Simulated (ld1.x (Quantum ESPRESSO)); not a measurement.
## Pseudopotential generation for K: TM, LDA (PZ), scalar-relativistic.

```
Element                 : potassium
Generator               : ld1.x (Quantum ESPRESSO) 7.5
Type                    : norm-conserving Troullier–Martins (Kleinman–Bylander form)
Functional              : LDA (PZ)
Relativity              : scalar-relativistic
Frozen core             : [Ar]
Valence charge          : 1
Reference configuration : 3d0 4s0.5 4p0 (charge +0.5)
Partial waves           : 4p (bound, empty): rc 3.75 bohr; 3d (bound, empty): rc 4.20 bohr; 4s (bound): rc 2.65 bohr
Local potential         : the s channel
Core correction         : none
```

Results:

```
Cutoffs needed           : 6 Ry and 10 Ry (the cutoffs (Ry, on a coarse ladder) from which the occupation-weighted sum of valence levels, in a spherical-Bessel basis at the reference potential, stays within 10 and 1 mRy of its value at 400 Ry)
Ghost test               : no extra level below or beside the all-electron valence levels (p, d, s, f tested) (spherical-Bessel basis up to 400 Ry, 20 bohr box)
Largest excitation error : +64 meV (all-electron minus pseudo) for 3d1 4s0 4p0, out of 4 test configurations
```

Generation and tests took about 0.96 s on one core of a shared server CPU.
